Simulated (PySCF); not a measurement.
Geometry (Å), atoms numbered from 1 in this order:
```xyz
14

Cl    2.731    5.863    0.785
B     1.987    4.240    0.870
C     2.926    3.042    0.970
C     2.591    1.715    1.049
C     1.303    1.107    1.059
C     0.056    1.676    0.992
C    -0.324    3.046    0.892
C     0.464    4.165    0.836
H     4.003    3.249    0.982
H     3.418    0.997    1.116
H     1.314    0.015    1.132
H    -0.781    0.971    1.020
H    -1.410    3.200    0.855
H    -0.083    5.113    0.760
```

- σ from GIAO-PBE/pcSseg-1
- geometry from PBE0-D3(BJ)/def2-SVP
- program: PySCF 2.14
- non-relativistic Hamiltonian, in vacuum, averaged over atoms made equivalent by symmetry, fast rotation or ring inversion, a single conformation

Scale: 13C and 1H against TMS; 35Cl against HCl; 11B vs BF3·OEt2 (reference shieldings calculated alike).

| atoms | nucleus | count | δ (ppm) |
| --- | --- | --- | --- |
| Cl1 | 35Cl | 1 | 209 |
| C3/C8 | 13C | 2 | 159.3 |
| B2 | 11B | 1 | 45.2 |
| C5/C6 | 13C | 2 | 140.9 |
| H11/H12 | 1H | 2 | ? |
| C4/C7 | 13C | 2 | 150.1 |
| H10/H13 | 1H | 2 | ? |
| H9/H14 | 1H | 2 | 7.92 |

Task: Estimate the values marked ?.

Result: 
- H10/H13: 7.82 ppm, hydrogen on an alkene CH; attached to an sp2 carbon and in the plane of the double bond
- H11/H12: 7.30 ppm, hydrogen on an alkene CH; a vinylic proton, deshielded by the sp2 carbon and the C=C anisotropy

A carbon bonded to boron is broadened by the quadrupolar boron nucleus and is often missing from a measured spectrum. Shifts are as computed. Against solution values, carbons near 30 ppm lie about +2 ppm off and those near 130 ppm about +2 ppm. Of 1211 compounds with measured shifts, 218 miss one by over three times the rms of a fit or turn the order of signals round; such compounds aren't used in these exercises.
